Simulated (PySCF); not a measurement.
Compound: C6H8P (charge -1).
SMILES: `Cc1ccc(C)[p-]1`

All values: PBE0/pcSseg-1 (PySCF, non-relativistic), on one gas-phase PBE0-D3(BJ)/def2-SVP geometry that isn't relaxed in the solvent. The solvent is an IEF-PCM continuum (cavity from Bondi-type radii × 1.2). Only the electrostatic response of the medium enters.

```
run  E − E(gas) (kcal/mol)  HOMO (eV)  HOMO–LUMO gap (eV)
gas                   0.00      -0.26                5.68
  P                 -49.51      -4.35                5.88
  Q                 -43.28      -3.85                5.85
```

Problem. The runs were made in chloroform and dichloromethane. Which run belongs to which solvent?

Solution. P = dichloromethane, Q = chloroform. The dielectric constants are 4.711 (chloroform), 8.93 (dichloromethane), and the energy falls further as ε rises. In this model the ground state sees the solvent through ε alone.

Problem. How constant is the ratio of the lowering to 1 − 1/ε?

Solution. 
```json
{"solvent": "chloroform", "1 − 1/ε": "0.788", "E − E(gas) (kcal/mol)": "-43.28", "ratio (kcal/mol)": "-54.9", "polarisation term (kcal/mol)": "-44.72"}
{"solvent": "dichloromethane", "1 − 1/ε": "0.888", "E − E(gas) (kcal/mol)": "-49.51", "ratio (kcal/mol)": "-55.8", "polarisation term (kcal/mol)": "-51.62"}
```

The ratio changes by +1.5 % in size from chloroform to dichloromethane. The polarisation term is half the interaction of the solute with the induced surface charges.
